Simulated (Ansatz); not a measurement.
Relaxation of AlClH7NSi (11 atoms, charge 0, multiplicity 1), to a largest force component of 0.03 eV/Å in at most 50 steps.

Level of theory: RKS PBE0-D4/6-31G* in Ansatz 0.2.0.

```xyz
11
Properties=species:S:1:pos:R:3:forces:R:3
Al -0.035 -0.308 -0.014 -0.19 -0.18 1.01
Cl -0.223 -0.972 2.070 0.08 -0.06 -0.90
H 1.383 -0.028 -0.636 0.03 -0.01 -0.01
N -1.536 -0.233 -0.950 0.07 -0.03 0.05
H -2.446 -0.458 -0.574 -0.02 0.00 0.00
H -1.594 -0.026 -1.938 0.02 0.00 0.00
Si -0.360 2.955 1.256 -0.07 0.41 -0.06
H -1.792 3.199 0.950 -0.01 0.00 0.01
H -0.001 3.513 2.585 0.01 0.01 0.00
H 0.497 3.544 0.195 0.00 -0.01 -0.01
H -0.132 1.496 1.312 0.09 -0.15 -0.09
```

Where does it end, and by what steps?

The forces met the threshold. The force dipped under the threshold on the way, but the program's further checks kept it going. After 21 steps the energy has fallen by 0.206 eV; H10 moved furthest, 1.04 Å.

| step | energy less start (eV) | largest force component (eV/Å) | accepted |
| --- | --- | --- | --- |
| 0 | 0.0000 | 1.012 | yes |
| 1 | -0.0904 | 0.462 | yes |
| 2 | -0.1114 | 0.137 | yes |
| 3 | -0.1161 | 0.102 | yes |
| 4 | -0.1179 | 0.077 | yes |
| 5 | -0.1243 | 0.079 | yes |
| 6 | -0.1314 | 0.187 | yes |
| 7 | -0.1402 | 0.238 | yes |
| 8 | -0.1529 | 0.267 | yes |
| 9 | -0.1734 | 0.289 | yes |
| 10 | -0.1735 | 0.264 | yes |
| 11 | -0.1888 | 0.236 | yes |
| 12 | -0.1846 | 0.285 | no |
| 13 | -0.2010 | 0.079 | yes |
| 14 | -0.2020 | 0.038 | yes |
| 15 | -0.2027 | 0.021 | yes |
| 16 | -0.2039 | 0.058 | yes |
| 17 | -0.2047 | 0.089 | yes |
| 18 | -0.2053 | 0.050 | yes |
| 19 | -0.2052 | 0.056 | no |
| 20 | -0.2056 | 0.017 | yes |
| 21 | -0.2060 | 0.024 | yes |

```xyz
11
Properties=species:S:1:pos:R:3
Al 0.015 -0.307 0.227
Cl -0.562 -1.351 1.977
H 1.506 -0.349 -0.290
N -1.316 0.341 -0.770
H -2.296 0.209 -0.556
H -1.200 0.659 -1.723
Si -0.513 2.703 1.052
H -1.914 2.355 1.383
H -0.004 3.714 2.024
H -0.330 3.207 -0.329
H 0.374 1.501 1.264
```

Whether the end is a true minimum wasn't checked by a vibrational analysis.

Time of the run: 100 s on 2 threads of Arm Neoverse N1, with other jobs on the host, peak memory 0.18 GiB.
